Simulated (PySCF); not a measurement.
**Working out the ionisation energy of Se²⁺**

Se²⁺ [Ar] 3d10 4s2 4p2 (3P) → Se³⁺ [Ar] 3d10 4s2 4p1 (2P). Calculation: PySCF 2.14, in cc-pVDZ-PP with ECP10MDF; a scalar-relativistic core potential. Frozen: 3s2 3p6 3d10. Energies in hartree (1 hartree = 27.21139 eV):

```
            part  Se²⁺ (lower)  Se³⁺ (upper)
             UHF   -370.766267   -369.628416
CCSD correlation     -0.059931     -0.049250
             (T)     -0.000542     -0.000349
```

Question: What does Hartree-Fock give?

Answer: (-369.628416) − (-370.766267) = 1.137851 hartree = 30.963 eV.

Question: What do CCSD and CCSD(T) give?

Answer: The CCSD correlation energies differ by 0.010681 hartree = 0.291 eV and the triples by 0.000193 hartree = 0.005 eV, so CCSD gives 31.254 eV and CCSD(T) 31.259 eV.

Reference: 31.697 ± 0.019 eV (measured; NIST Atomic Spectra Database, ionization energies), between the lowest levels; spin-orbit coupling is absent from the calculation.

A double-zeta basis recovers only part of the correlation energy.

What remains against the reference includes basis incompleteness, the frozen core and higher excitations.
